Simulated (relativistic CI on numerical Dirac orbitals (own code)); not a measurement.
Hyperfine structure of As XXIV, mass number 75

Method of calculation: Dirac-Coulomb-Breit CI, separate exchange-only KLI orbitals for each configuration, model QED, unscaled Slater integrals (own radial code, finite nucleus).

Configuration list (outside the closed core 1s2): 2s²2p⁶, 2s²2p⁵3s, 2s²2p⁵3p, 2s²2p⁵3d, 2s2p⁶3s, 2s2p⁶3p, 2s2p⁶3d, 2s²2p⁵4s, 2s²2p⁵4p, 2s²2p⁵4d, 2s²2p⁵4f, 2s2p⁶4s, 2s2p⁶4p, 2s²2p⁴3s², 2s2p⁶4d, 2s2p⁶4f. Levels of other configurations are missing.

Nuclear spin I = 3/2, μ = 1.4383 μN, Q = 0.311 b (tables of Stone and Pyykkö). The electronic factors are computed for point nuclear moments, without core polarisation or the Bohr-Weisskopf and QED corrections.

```csv
Level,E (Ry),A (GHz),B (GHz)
2s²2p⁵3s ³P°2,97.952,101.1,-33.1
2s²2p⁵3s ¹P°1,98.165,8.55,-13.6
2s²2p⁵3s ³P°1,100.807,270.3,-2.91
2s²2p⁵3p ³D2,101.493,59.24,-32.6
2s²2p⁵3p ³D3,102.021,33.97,-25
2s²2p⁵3p ¹P1,102.075,40.28,2.4
2s²2p⁵3p ³P2,102.334,33.9,-0.84
2s²2p⁵3p ³D1,104.156,185.9,0.449
```

Levels with J = 0, under 50 % of one LS term, or S terms without an open s electron are left out. Small factors come from cancelling terms and can be off by tens of per cent or more.

At this charge energies of transitions that change n are usually good to better than 1 %, and those within a shell (Δn = 0) to a few per cent.

(1) Give the hyperfine levels of 2s²2p⁵3s ³P°2 relative to its centre of gravity.

## Answers

(1) With K = F(F + 1) − I(I + 1) − J(J + 1), E = AK/2 + B[¾K(K + 1) − I(I + 1)J(J + 1)]/[2I(2I − 1)J(2J − 1)]: F = 1/2: -483.8, F = 3/2: -303.2, F = 5/2: -29.84, F = 7/2: 294.9 GHz.

LS names give the leading component of a level, which can be under half, so a name can repeat, a term be missing and a line seem to break the LS rules.
